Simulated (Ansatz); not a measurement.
Program: Ansatz. Geometries: PBE0-D4/def2-TZVP. ΔE: electronic, gas phase. CBS: MP2 limit from def2 TZ/QZ plus the TZ coupled-cluster correction, frozen cores. This one scheme is used for every species. Functionals use def2-TZVPP. def2 core potentials past Kr. For W outer-core shells are correlated without core-valence functions, which leaves a few kJ/mol of doubt a bond. Each species was taken in one conformer, which may not be the lowest.

Consider the ligand exchange at a W–F bond: `[O]=[W]([OH])([F])([F])[F]` + HCl → `[O]=[W]([OH])([F])([F])[Cl]` + H–F.

```csv
level,ΔE (kJ/mol)
LDA (SPW92),25.4
revPBE-D4,21.9
BLYP-D4,29.4
PBE0-D4,20.3
HF/def2-TZVPP,33.6
MP2/def2-TZVPP,8.7
CCSD(T)/def2-TZVPP,21.3
CCSD/CBS(def2),19.6
```

(1) What does CCSD(T)/CBS give? (Estimate.)

Largest T1 diagnostic among the species: 0.021, so the coupled-cluster value is less sure than usual.

## Answers

(1) The calculation gave: +15.8 kJ/mol. The listed levels differ from it by 9.6, 6.1, 13.6, 4.5, 17.8, -7.1, 5.5, 3.8 kJ/mol.

At CCSD(T), def2-SVP lies +25.3 kJ/mol from the extrapolated value and def2-TZVPP +5.6 kJ/mol. From BLYP to BHLYP (50 % exact exchange), in def2-TZVPP and without D4, ΔE moves by −5.9 kJ/mol. The D4 term adds −6.6 kJ/mol with B3LYP and −3.5 kJ/mol with PBE0; it sums over pairs of atoms, weighted by their polarisabilities, and B3LYP, whose exchange is more repulsive, gets the larger term.

B3LYP here is the variant with VWN-RPA as its local correlation; programs differ in this.
